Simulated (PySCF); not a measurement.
Working out the ionisation energy of Kr⁺

Kr⁺ [Ar] 3d10 4s2 4p5 (2P) → Kr²⁺ [Ar] 3d10 4s2 4p4 (3P). Computed with PySCF 2.14 in Sapporo-DKH3-DZP-2012 (6s5p3d1f, 43 functions), with scalar relativity by spin-free X2C-1e. Frozen: [Ar] 3d10. Energies in hartree (1 hartree = 27.21139 eV):

```tsv
part	Kr⁺ (lower)	Kr²⁺ (upper)
UHF	-2787.628180	-2786.772480
CCSD correlation	-0.113830	-0.093457
(T)	-0.001319	-0.001037
```

What does Hartree-Fock give?

(-2786.772480) − (-2787.628180) = 0.855700 hartree = 23.285 eV.

What do CCSD and CCSD(T) give?

The CCSD correlation energies differ by 0.020373 hartree = 0.554 eV and the triples by 0.000282 hartree = 0.008 eV, so CCSD gives 23.839 eV and CCSD(T) 23.847 eV.

Reference: 24.360 eV (measured; NIST Atomic Spectra Database, ionization energies), between the lowest levels; spin-orbit coupling is absent from the calculation.

A double-zeta basis recovers only part of the correlation energy.

What remains against the reference includes basis incompleteness, the frozen core and higher excitations.
